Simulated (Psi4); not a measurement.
C3H7O (SMILES C[C-](C)O), charge -1, singlet, geometry from GFN2-xTB (a gas-phase anion, which may not be bound at this level); Psi4 with HF/cc-pVDZ.

Psi4 was given this input:
```
memory 2 GB

molecule mol {
-1 1
  O     0.072437    1.403210   -0.197336
  C    -0.003743    0.039027    0.514568
  H     0.678774    1.903421    0.355744
  C    -1.295482   -0.576668   -0.043471
  C     1.168255   -0.779392   -0.074952
  H    -1.321613   -0.690325   -1.147815
  H     1.156039   -0.896331   -1.179742
  H    -2.156850    0.037738    0.236541
  H     2.129441   -0.318226    0.186784
  H    -1.440571   -1.573077    0.391220
  H     1.161096   -1.786682    0.359086
}

set basis cc-pvdz
set reference rhf

energy('scf')
print_variables()
```

Write the output that Psi4 gives for this input, abridged.


```
   => Loading Basis Set <=

    Name: CC-PVDZ
    Role: ORBITAL
    Keyword: BASIS

         ---------------------------------------------------------
                                   SCF
               by Justin Turney, Rob Parrish, Andy Simmonett
                          and Daniel G. A. Smith
                              RHF Reference
         ---------------------------------------------------------

  ==> Geometry <==

    Molecular point group: c1
    Full point group: C1

    Geometry (in Angstrom), charge = -1, multiplicity = 1:

       Center              X                  Y                   Z               Mass
    ------------   -----------------  -----------------  -----------------  -----------------
         O            0.075910107833     1.347488457716    -0.210764347055    15.994914619570
         C           -0.000269892167    -0.016694542284     0.501139652945    12.000000000000
         H            0.682247107833     1.847699457716     0.342315652945     1.007825032230
         C           -1.292008892167    -0.632389542284    -0.056899347055    12.000000000000
         C            1.171728107833    -0.835113542284    -0.088380347055    12.000000000000
         H           -1.318139892167    -0.746046542284    -1.161243347055     1.007825032230
         H            1.159512107833    -0.952052542284    -1.193170347055     1.007825032230
         H           -2.153376892167    -0.017983542284     0.223112652945     1.007825032230
         H            2.132914107833    -0.373947542284     0.173355652945     1.007825032230
         H           -1.437097892167    -1.628798542284     0.377791652945     1.007825032230
         H            1.164569107833    -1.842403542284     0.345657652945     1.007825032230

  Running in c1 symmetry.

  Rotational constants: A =      0.28200  B =      0.27817  C =      0.15853 [cm^-1]
  Rotational constants: A =   8454.24641  B =   8339.19268  C =   4752.62348 [MHz]
  Nuclear repulsion =  123.370976427239071

  Charge       = -1
  Multiplicity = 1
  Electrons    = 34
  Nalpha       = 17
  Nbeta        = 17

  ==> Algorithm <==

  SCF Algorithm Type is DF.
  DIIS enabled.
  MOM disabled.
  Fractional occupation disabled.
  Guess Type is SAD.
  Energy threshold   = 1.00e-06
  Density threshold  = 1.00e-06
  Integral threshold = 1.00e-12

  ==> Primary Basis <==

  Basis Set: CC-PVDZ
    Blend: CC-PVDZ
    Number of shells: 45
    Number of basis functions: 91
    Number of Cartesian functions: 95
[...]

                           Total Energy        Delta E     RMS |[F,P]|

   @DF-RHF iter SAD:  -191.34761938370372   -1.91348e+02   0.00000e+00
   @DF-RHF iter   1:  -192.21657768438027   -8.68958e-01   6.54797e-03 ADIIS/DIIS
   @DF-RHF iter   2:  -192.38189719718747   -1.65320e-01   3.53401e-03 ADIIS/DIIS
   @DF-RHF iter   3:  -192.42756467644807   -4.56675e-02   4.93877e-04 ADIIS/DIIS
   @DF-RHF iter   4:  -192.42933465095132   -1.76997e-03   1.71548e-04 ADIIS/DIIS
   @DF-RHF iter   5:  -192.42947791823050   -1.43267e-04   4.25367e-05 DIIS
   @DF-RHF iter   6:  -192.42948777048866   -9.85226e-06   9.61312e-06 DIIS
   @DF-RHF iter   7:  -192.42948852194388   -7.51455e-07   3.07051e-06 DIIS
   @DF-RHF iter   8:  -192.42948860352038   -8.15765e-08   8.28876e-07 DIIS
  Energy and wave function converged.

  ==> Post-Iterations <==

    Orbital Energies [Eh]
    ---------------------

    Doubly Occupied:

[...]
    Virtual:

[...]
    Final Occupation by Irrep:
              A
    DOCC [    17 ]
    NA   [    17 ]
    NB   [    17 ]

  @DF-RHF Final Energy:  -192.42948860352038

   => Energetics <=

    Nuclear Repulsion Energy =            123.3709764272390714
    One-Electron Energy =                -513.8679028216911320
    Two-Electron Energy =                 198.0674377909317059
    Total Energy =                       -192.4294886035203831

Computation Completed

Properties will be evaluated at   0.000000,   0.000000,   0.000000 [a0]

Properties computed using the SCF density matrix

 Multipole Moments:

 ------------------------------------------------------------------------------------
     Multipole            Electronic (a.u.)      Nuclear  (a.u.)        Total (a.u.)
 ------------------------------------------------------------------------------------

 L = 1.  Multiply by 2.5417464519 to convert [e a0] to [Debye]
 Dipole X            :          0.0424424            0.2165712            0.2590137
 Dipole Y            :          3.4033607           -3.4748490           -0.0714883
 Dipole Z            :          0.5946131           -0.8374046           -0.2427916
 Magnitude           :                                                    0.3621414

 ------------------------------------------------------------------------------------

  Variable Map:
  ----------------------------------------------------------------------------
[...]
  Array Variable Map:
  ----------------------------------------------------------------------------
[...]
[...]
```
